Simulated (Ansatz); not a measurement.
`NB(F)[SiH3]` + H₂O → `OB(F)[SiH3]` + NH₃  (formal hydrolysis of a B–N bond)

Computed with Ansatz on PBE0-D4/def2-TZVP structures; ΔE is electronic, products minus reactants. CCSD(T)/CBS adds triple-zeta CCSD(T) − MP2 to the extrapolated MP2 energy (def2 sets, frozen cores). This one scheme is used for every species. Functionals use def2-TZVPP. Each species was taken in one conformer, which may not be the lowest.

`NB(F)[SiH3]`:

```xyz
9

N    -1.459   -0.776    0.034
B    -0.595    0.193   -0.465
F    -1.052    0.994   -1.442
Si    1.302    0.430    0.220
H    -2.400   -0.893   -0.309
H    -1.199   -1.416    0.763
H     2.296    0.208   -0.868
H     1.512    1.803    0.756
H     1.593   -0.542    1.313
```

H₂O:

Z-matrix (Å, degrees):
```
O
H 1 0.960
H 1 0.960 2 105.1
```

`OB(F)[SiH3]`:

```xyz
8

O    -0.987    0.387   -1.671
B    -0.171   -0.394   -0.934
F     0.254   -1.504   -1.529
Si    0.432    0.004    0.972
H    -1.278    1.181   -1.217
H     1.913    0.113    1.040
H    -0.157    1.290    1.443
H    -0.005   -1.078    1.895
```

NH₃:

Cartesian coordinates in Å:
```
N 0.014 -0.127 -0.251
H -0.270 0.841 -0.336
H -0.652 -0.580 0.362
H 0.908 -0.134 0.225
```

| species | BHLYP energy (Eh) |
| --- | --- |
| `NB(F)[SiH3]` | -472.04792 |
| H₂O | -76.42312 |
| `OB(F)[SiH3]` | -491.92922 |
| NH₃ | -56.54749 |

Q: Work out ΔE.

A: ΔE = (-491.92922) + (-56.54749) − (-472.04792) − (-76.42312) = -0.00567 Eh = -3.6 kcal/mol. CCSD(T)/CBS gives -2.8 kcal/mol.

Largest T1 diagnostic among the species: 0.014.

Leaving LDA and LC-ωPBE aside and taking each functional with its dispersion term where it has one, the values, not all of them listed here, spread over 1.8 kcal/mol, from B97M-V to revPBE-D4. LDA lies +0.7 kcal/mol from PBE without D4. At CCSD(T), def2-SVP lies −1.7 kcal/mol from the extrapolated value and def2-TZVPP −0.7 kcal/mol.
